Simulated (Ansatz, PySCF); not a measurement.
Zn(NH2)(OSiH3) (H5NOSiZn), SMILES [NH2][Zn][O][SiH3]. Atoms are numbered in the order given.

```xyz
9

Zn    -0.2387     0.6820     0.5526
N     -1.1887     1.3445     1.9442
H     -0.9495     0.9779     2.8628
H     -2.2014     1.2934     1.8581
O      0.7665     0.2495    -0.8360
Si     1.1877    -1.0317    -1.7650
H     -0.0022    -1.6634    -2.4303
H      1.8609    -2.1119    -0.9669
H      2.1347    -0.6015    -2.8392
```
Charge 0, spin multiplicity 1.

Geometry: PBE0-D3(BJ)/def2-SVP. The structure was generated by enumeration; whether it is a known compound was not checked. Other conformers were not sampled.

Two levels are set side by side: PBE-D3(BJ)/def2-SVP (Ansatz, a first-principles code) and PBE0-D3(BJ)/def2-SVP (Ansatz). Each level has its own optimised geometry; the coordinates shown are those of the second. Frequencies come from the Hessian of PySCF at each geometry. Differences are taken from unrounded values.

```csv
quantity,PBE0-D3(BJ)
mean bond length (Å),1.469
bond Zn1–N2 (Å),1.811
bond Zn1–O5 (Å),1.768
bond O5–Si6 (Å),1.638
bond N2–H3 (Å),1.018
bond N2–H4 (Å),1.018
bond Si6–H7 (Å),1.502
bond Si6–H8 (Å),1.502
bond Si6–H9 (Å),1.495
highest harmonic wavenumber (cm⁻¹),3658
mean harmonic wavenumber (cm⁻¹),1126
zero-point energy (kcal/mol),33.79
```

Problem. What does PBE-D3(BJ) give, and how far is it from PBE0-D3(BJ)? (An estimate is asked for; the answer gives what the named calculation found.)

Solution. 
| quantity | PBE-D3(BJ) | PBE-D3(BJ) minus PBE0-D3(BJ) |
|---|---|---|
| mean bond length (Å) | 1.483 | 0.014 |
| bond Zn1–N2 (Å) | 1.826 | 0.015 |
| bond Zn1–O5 (Å) | 1.783 | 0.015 |
| bond O5–Si6 (Å) | 1.659 | 0.021 |
| bond N2–H3 (Å) | 1.030 | 0.012 |
| bond N2–H4 (Å) | 1.030 | 0.012 |
| bond Si6–H7 (Å) | 1.514 | 0.011 |
| bond Si6–H8 (Å) | 1.514 | 0.011 |
| bond Si6–H9 (Å) | 1.506 | 0.010 |
| highest harmonic wavenumber (cm⁻¹) | 3496 | -162 |
| mean harmonic wavenumber (cm⁻¹) | 1092 | -34 |
| zero-point energy (kcal/mol) | 32.78 | -1.02 |

Exact exchange shortens and stiffens bonds; PBE has none. Differences between two approximate levels are no errors against the true value.
